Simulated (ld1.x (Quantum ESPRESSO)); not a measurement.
**Reading a pseudo-wave (zinc)**

Columns: radius, all-electron u(r) and pseudo u(r) of the 4s shell (level -7.40 eV) of zinc in the configuration [Ar] 3d10 4s1 4p1; PBE, scalar-relativistic, RRKJ scheme, ld1.x (Quantum ESPRESSO) 7.5.

| r (bohr) | all-electron | pseudo |
| --- | --- | --- |
| 0.155 | -0.1758 | -0.0256 |
| 0.310 | 0.0859 | -0.0540 |
| 0.465 | 0.2812 | -0.0883 |
| 0.620 | 0.2429 | -0.1317 |
| 0.775 | 0.0844 | -0.1876 |
| 0.930 | -0.1020 | -0.2579 |
| 1.085 | -0.2725 | -0.3413 |
| 1.240 | -0.4117 | -0.4316 |
| 1.395 | -0.5169 | -0.5182 |
| 1.550 | -0.5912 | -0.5894 |
| 1.705 | -0.6392 | -0.6386 |
| 1.860 | -0.6657 | -0.6657 |
| 2.015 | -0.6753 | -0.6753 |
| 2.170 | -0.6717 | -0.6717 |
| 2.325 | -0.6581 | -0.6581 |
| 2.480 | -0.6372 | -0.6372 |
| 2.635 | -0.6110 | -0.6110 |
| 2.790 | -0.5813 | -0.5813 |
| 2.945 | -0.5493 | -0.5493 |
| 3.100 | -0.5163 | -0.5163 |
| 3.255 | -0.4829 | -0.4829 |
| 3.410 | -0.4497 | -0.4497 |
| 3.565 | -0.4174 | -0.4174 |
| 3.720 | -0.3861 | -0.3861 |
| 3.875 | -0.3562 | -0.3562 |
| 4.030 | -0.3278 | -0.3278 |

How many radial nodes do the two functions have?

The all-electron 4s function has n − l − 1 = 3 (the table is too coarse to show those close to the nucleus); the pseudo-wave has 0, since the states of the same l below it are removed with the core.

At about which radius was the pseudo-wave matched?

2.00 bohr, where the columns begin to agree (steps of 0.15 bohr).

Is the pseudo-wave norm-conserving?

Yes: the RRKJ scheme keeps the norm inside the radius equal to the all-electron one, which fixes the energy derivative of the logarithmic derivative at the level.
